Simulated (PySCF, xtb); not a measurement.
C2H5I, SMILES CCI (connectivity only; charge and spin as stated), charge +1, multiplicity 2.

Harmonic wavenumbers (cm⁻¹) from GFN2-xTB in xtb at its own minimum, in rising order: 174, 260, 484, 587, 886, 978, 1037, 1081, 1133, 1254, 1257, 1347, 1394, 2822, 2862, 2928, 2963, 3015.

Q: What does B3LYP-D3(BJ)/def2-SVP (PySCF) give at its own minimum? (An estimate is asked for; the answer gives what the named calculation found.)

A: 233, 234, 363, 574, 896, 922, 1075, 1195, 1205, 1380, 1413, 1431, 1464, 3024, 3050, 3066, 3117, 3165. Paired by order, the mean absolute difference is 99 cm⁻¹ and the zero-point energies are 37.8 and 39.8 kcal/mol.
